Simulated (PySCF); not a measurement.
Cl2GeH4OSi, SMILES O[Si](Cl)(Cl)[GeH3].

Geometry: ωB97X-D3(BJ)/def2-SVP. This is a generated structure with no PubChem entry under its InChIKey; it may be hypothetical. The values are those of a single conformer.

Level of theory: ωB97X-D3(BJ)/def2-SVP run with PySCF.

Frequencies are harmonic and unscaled.

Computed vibrational spectrum:
```
mode  ν (cm⁻¹)  IR (km/mol)  Raman (Å⁴/amu)  depolarisation  moving atoms (share of kinetic energy)
----  --------  -----------  --------------  --------------  --------------------------------------
1           88          2.6             1.2            0.75                Cl 62 %, Ge 17 %, Si 8 %
2          101          0.0             0.0               –                                  H 97 %
3          111          1.1             0.9            0.61        Cl 41 %, O 25 %, Ge 17 %, Si 9 %
4          189          5.3             2.2            0.75                Cl 63 %, Si 18 %, O 10 %
5          195         27.3             2.1            0.75                 H 62 %, Cl 17 %, O 14 %
6          206         22.3             3.5            0.44         O 40 %, Ge 32 %, Cl 19 %, H 8 %
7          314         97.3             0.8            0.75                 O 48 %, H 35 %, Cl 15 %
8          380         17.6            10.4            0.01       Cl 40 %, Si 27 %, O 14 %, Ge 12 %
9          486         43.9             7.5            0.75                          H 85 %, Cl 9 %
10         493         20.3             5.7            0.74                                  H 85 %
11         575        128.9             2.1            0.70                Si 60 %, Cl 26 %, H 10 %
12         610        160.9             1.1            0.75                        Si 65 %, Cl 28 %
13         803        238.0             3.0            0.41                          H 74 %, O 19 %
14         821        167.5             7.3            0.64                                  H 90 %
15         899         31.8            26.7            0.75                                  H 98 %
16         900         41.2            25.1            0.75                                  H 99 %
17         947         88.6             3.2            0.40                 O 45 %, Si 39 %, H 16 %
18        2200         60.1           274.4            0.01                                 H 100 %
19        2204        106.6           125.0            0.75                                  H 98 %
20        2204        100.8           105.7            0.73                                  H 98 %
21        3912        137.8           134.9            0.32                                  H 94 %
```
